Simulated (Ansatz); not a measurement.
Total energies of GaMe2(hfac) (C₇H₇F₆GaO₂) from Ansatz at PBE-D4/def2-TZVP, gas phase (1 Eh = 27.2114 eV = 2625.5 kJ/mol). The reference geometry is relaxed at PBE-D4/def2-SVP.

```
                 state                    geometry  energy (Eh)
      charge 0 singlet                   reference  -2944.51458
      charge 1 doublet                   reference  -2944.18521
      charge 1 doublet  relaxed at PBE-D4/def2-SVP  -2944.19411
free Ga atom (doublet)                           –  -1924.51515
 free C atom (triplet)                           –    -37.79597
 free H atom (doublet)                           –     -0.49962
 free O atom (triplet)                           –    -75.00967
 free F atom (doublet)                           –    -99.66912
```

Single mean-field runs in def2-TZVP are fitted with def2-universal-jkfit.

(1) Work out the vertical ionisation energy to the doublet.

(2) How much does the charge 1 doublet relax, and what is the adiabatic ionisation energy?

(3) What is the binding energy per atom against free atoms?

(1) E(charge 1 doublet) − E(charge 0 singlet) = -2944.18521 − (-2944.51458) = 0.32937 Eh = 8.96 eV. For comparison, −ε of the highest occupied level is 6.53 eV at this level, 2.43 eV less.

(2) Relaxation: -2944.18521 − (-2944.19411) = 0.00890 Eh = 0.24 eV. Adiabatic ionisation energy: 0.32047 Eh = 8.72 eV, without zero-point energy. 

(3) Atoms: 1 × (-1924.51515) + 7 × (-37.79597) + 7 × (-0.49962) + 2 × (-75.00967) + 6 × (-99.66912) = -2940.61834 Eh. Binding: -2940.61834 − (-2944.51458) = 3.89624 Eh = 106.02 eV, or 4.61 eV for each of 23 atoms (no zero-point energy, no counterpoise term).
